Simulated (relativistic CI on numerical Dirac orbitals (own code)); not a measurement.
# Nb³⁵⁺: computed level list

Calculated at this level of theory: Dirac-Coulomb-Breit CI, separate exchange-only KLI orbitals for each configuration, model QED (radiative potential, 1s self-energy scaled to tabulated hydrogen-like ionisation energies), unscaled Slater integrals (own radial code, finite nucleus).

CI space (outside the closed core 1s2): 2s2.2p2, 2s.2p3, 2p4, 2p3.3s, 2p3.3p, 2p3.3d, 2s2.2p.3s, 2s2.2p.3p, 2s2.2p.3d, 2s.2p2.3s, 2s.2p2.3p, 2s.2p2.3d, 2s2.2p.4s, 2s2.2p.4p, 2s2.2p.4d, 2s2.2p.4f. Levels of other configurations are missing.

```
No.  Configuration  Term  J   E (eV)   %  Landé g       jj configuration (%)
 41      2s.2p2.3s    5P  2  2888.92  77    1.696     2s 2p1/2 2p3/2 3s (84)
 42      2s.2p2.3p   5P°  2  2891.09  30    1.595      2s 2p1/2^2 3p3/2 (86)
 43      2s.2p2.3p   3D°  1  2896.01  43    1.045      2s 2p1/2^2 3p3/2 (87)
 44      2s2.2p.3p    3P  2  2896.64  46    1.353           2p3/2 3p3/2 (79)
 45      2s.2p2.3s    3P  1  2906.50  75    1.578     2s 2p1/2 2p3/2 3s (93)
 46      2s2.2p.3p    1S  0  2910.50  71                    2p3/2 3p3/2 (95)
 47      2s.2p2.3s    5P  3  2913.16  58    1.520     2s 2p1/2 2p3/2 3s (86)
 48      2s.2p2.3d    5F  1  2925.23  57    0.358      2s 2p1/2^2 3d3/2 (89)
 49      2s2.2p.3d   1D°  2  2927.80  42    0.990           2p3/2 3d3/2 (81)
 50      2s.2p2.3d    5F  2  2927.94  24    1.241      2s 2p1/2^2 3d3/2 (52)
 51      2s.2p2.3s    3P  2  2928.47  34    1.276     2s 2p1/2 2p3/2 3s (62)
 52      2s.2p2.3p   5P°  1  2930.69  39    1.884  2s 2p1/2 2p3/2 3p1/2 (94)
 53      2s2.2p.3d   3F°  4  2931.67  97    1.244           2p3/2 3d5/2 (97)
 54      2s2.2p.3d   3F°  3  2932.28  42    1.173           2p3/2 3d3/2 (75)
 55      2s2.2p.3d   3P°  1  2935.64  62    1.196           2p3/2 3d3/2 (92)
 56      2s2.2p.3d   3P°  0  2936.13  98                    2p3/2 3d3/2 (98)
 57      2s.2p2.3p   5D°  2  2937.69  39    1.397  2s 2p1/2 2p3/2 3p1/2 (75)
 58      2s2.2p.3d   3P°  2  2940.16  42    1.329           2p3/2 3d5/2 (64)
 59      2s.2p2.3d    5D  3  2940.18  28    1.398      2s 2p1/2^2 3d5/2 (86)
 60      2s2.2p.3d   1F°  3  2950.18  56    1.129           2p3/2 3d5/2 (75)
 61      2s.2p2.3d    3F  2  2952.63  35    1.008      2s 2p1/2^2 3d5/2 (66)
 62      2s2.2p.3d   1P°  1  2953.81  69    1.017           2p3/2 3d5/2 (95)
 63      2s.2p2.3s    3D  1  2955.00  75    0.663     2s 2p1/2 2p3/2 3s (95)
 64      2s.2p2.3p   5D°  3  2955.80  42    1.324  2s 2p1/2 2p3/2 3p1/2 (77)
 65      2s.2p2.3s    3D  2  2960.14  34    1.155     2s 2p1/2 2p3/2 3s (83)
 66      2s.2p2.3p   5P°  3  2962.58  43    1.518  2s 2p1/2 2p3/2 3p3/2 (90)
 67      2s.2p2.3s    3P  0  2963.10  90              2s 2p1/2 2p3/2 3s (87)
 68      2s.2p2.3s    3P  1  2963.24  55    1.553     2s 2p1/2 2p3/2 3s (87)
 69      2s.2p2.3p   5P°  1  2967.06  33    1.667  2s 2p1/2 2p3/2 3p3/2 (96)
 70      2s.2p2.3p   5S°  2  2970.94  39    1.635  2s 2p1/2 2p3/2 3p1/2 (87)
 71      2s.2p2.3p   3D°  2  2974.57  51    1.423  2s 2p1/2 2p3/2 3p3/2 (90)
 72      2s.2p2.3p   3P°  0  2980.96  72           2s 2p1/2 2p3/2 3p3/2 (93)
 73      2s.2p2.3p   5D°  4  2984.20  61    1.394  2s 2p1/2 2p3/2 3p3/2 (91)
 74      2s.2p2.3p   3P°  2  2991.12  50    1.403  2s 2p1/2 2p3/2 3p3/2 (91)
 75      2s.2p2.3p   3F°  2  2994.32  54    0.894  2s 2p1/2 2p3/2 3p1/2 (93)
 76      2s.2p2.3p   3D°  1  2994.38  57    0.994  2s 2p1/2 2p3/2 3p3/2 (48)
 77      2s.2p2.3p   3D°  3  2998.50  43    1.330  2s 2p1/2 2p3/2 3p3/2 (88)
 78      2s.2p2.3p   1P°  1  2999.47  40    1.132  2s 2p1/2 2p3/2 3p1/2 (50)
 79      2s.2p2.3p   3P°  0  3000.03  66           2s 2p1/2 2p3/2 3p1/2 (85)
 80      2s.2p2.3d    5F  2  3004.13  44    1.228  2s 2p1/2 2p3/2 3d3/2 (96)
 81      2s.2p2.3d    5D  0  3004.17  88           2s 2p1/2 2p3/2 3d3/2 (98)
 82      2s.2p2.3d    5D  1  3004.27  59    1.269  2s 2p1/2 2p3/2 3d3/2 (96)
 83      2s.2p2.3d    5F  3  3007.47  61    1.306  2s 2p1/2 2p3/2 3d3/2 (71)
 84      2s.2p2.3d    5F  4  3008.74  56    1.382  2s 2p1/2 2p3/2 3d5/2 (95)
 85      2s.2p2.3s    3D  3  3016.27  54    1.442         2s 2p3/2^2 3s (82)
 86      2s.2p2.3p   3D°  1  3017.45  39    1.060  2s 2p1/2 2p3/2 3p1/2 (90)
 87      2s.2p2.3d    3F  2  3022.00  29    1.264  2s 2p1/2 2p3/2 3d5/2 (93)
 88      2s.2p2.3d    3F  4  3025.47  35    1.294  2s 2p1/2 2p3/2 3d3/2 (67)
 89      2s.2p2.3d    3F  3  3026.71  51    1.278  2s 2p1/2 2p3/2 3d5/2 (51)
 90      2s.2p2.3p   3F°  3  3027.94  51    1.138  2s 2p1/2 2p3/2 3p3/2 (94)
 91      2s.2p2.3p   3D°  2  3028.67  34    1.209  2s 2p1/2 2p3/2 3p3/2 (90)
 92      2s.2p2.3s    3P  2  3030.21  39    1.259         2s 2p3/2^2 3s (90)
 93      2s.2p2.3d    5F  5  3030.74  62    1.317  2s 2p1/2 2p3/2 3d5/2 (92)
 94      2s.2p2.3d    3D  1  3031.68  36    1.046  2s 2p1/2 2p3/2 3d5/2 (91)
 95      2s.2p2.3d    5P  2  3034.95  40    1.527  2s 2p1/2 2p3/2 3d3/2 (84)
 96      2s.2p2.3d    5D  3  3034.98  37    1.317  2s 2p1/2 2p3/2 3d3/2 (55)
 97      2s.2p2.3p   3P°  1  3036.08  43    1.293  2s 2p1/2 2p3/2 3p3/2 (92)
 98      2s.2p2.3p   3P°  0  3036.42  87           2s 2p1/2 2p3/2 3p3/2 (97)
 99      2s.2p2.3d    5P  1  3037.14  56    2.097  2s 2p1/2 2p3/2 3d3/2 (86)
100      2s.2p2.3p   3D°  2  3037.30  44    1.168  2s 2p1/2 2p3/2 3p3/2 (87)
101      2s.2p2.3p   3P°  1  3041.94  58    1.291  2s 2p1/2 2p3/2 3p3/2 (87)
102      2s.2p2.3d    3F  2  3047.87  30    1.103  2s 2p1/2 2p3/2 3d5/2 (74)
103      2s.2p2.3d    3D  3  3049.39  61    1.247  2s 2p1/2 2p3/2 3d5/2 (74)
104      2s.2p2.3d    3F  4  3052.83  53    1.193  2s 2p1/2 2p3/2 3d5/2 (68)
105      2s.2p2.3d    3D  1  3053.99  57    0.844  2s 2p1/2 2p3/2 3d5/2 (86)
106      2s.2p2.3d    3P  0  3055.56  76           2s 2p1/2 2p3/2 3d5/2 (87)
107      2s.2p2.3d    3G  3  3065.98  61    0.869  2s 2p1/2 2p3/2 3d3/2 (96)
108      2s.2p2.3p   3P°  2  3068.43  32    1.463      2s 2p3/2^2 3p1/2 (90)
109      2s.2p2.3s    3S  1  3071.09  54    1.739         2s 2p3/2^2 3s (78)
110      2s.2p2.3d    3F  2  3071.16  51    0.882  2s 2p1/2 2p3/2 3d3/2 (77)
```

Energies count from the lowest computed level; ° marks odd parity. Filled j subshells are mostly left out of the jj labels.

The mean weight of the leading LS term, summed over parents, in these 70 levels is 52 %, and that of the leading jj configuration (from the same eigenvectors) 84 %, so jj coupling describes them better and the LS labels are nominal.

At this charge energies of transitions that change n are usually good to better than 1 %, and those within a shell (Δn = 0) to a few per cent.

LS names give the leading component of a level, which can be under half, so a name can repeat, a term be missing and a line seem to break the LS rules.
